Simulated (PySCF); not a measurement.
SMILES [SiH3]CC[SiH3], singlet at its GFN2-xTB optimised geometry (Å):

```
14

Si     2.1973    -0.7052     0.0000
C      0.2956    -0.7052     0.0000
C     -0.2950     0.7058     0.0000
Si    -2.1966     0.7055     0.0029
H      2.6809    -0.0136    -1.1975
H      2.6883    -2.0845     0.0067
H      2.6814    -0.0022     1.1907
H     -0.0735    -1.2482    -0.8729
H     -0.0736    -1.2484     0.8727
H      0.0754     1.2494     0.8719
H      0.0729     1.2483    -0.8736
H     -2.6826     0.0107    -1.1920
H     -2.6883     2.0845     0.0074
H     -2.6781     0.0058     1.1965
```

Method: PBE0/def2-TZVP in PySCF.

Map of the electrostatic potential (hartree/e), clipped to [-0.08, 0.12] on the plane z = 1.0 Å:

```
|0000000000000000000000000000000|
|0000000000000000000000000000000|
|0000000000000000000000000000000|
|0000000000000000000000000000000|
|0000000000000000000000000000000|
|0000000000000000000000000000000|
|0000000000000000000000000000000|
|0000000000000111110000000000000|
|0000001111111122211000000000000|
|0000002344432247632100000000000|
|0000014699853599983110000000000|
|0000137999985899994110000000000|
|0001259999996999993211111000000|
|0001269999997999953233575200000|
|0001279999996798643458999510000|
|0000289999964456544699999820000|
|0000159998543468976999999721000|
|0000015753323599997999999621000|
|0000001111123999996999999521000|
|0000000000114999985899997310000|
|0000000000113899953589963100000|
|0000000000012367422344432000000|
|0000000000001122211111111000000|
|0000000000000111110000000000000|
|0000000000000000000000000000000|
|0000000000000000000000000000000|
|0000000000000000000000000000000|
|0000000000000000000000000000000|
|0000000000000000000000000000000|
|0000000000000000000000000000000|
|0000000000000000000000000000000|
```
Scale: ten equal steps from -0.004 (start of '0') to 0.120 (end of '9'), in the order '0123456789'; x runs from -5.00 to 5.00, y from -5.00 (bottom) to 5.00 (top).
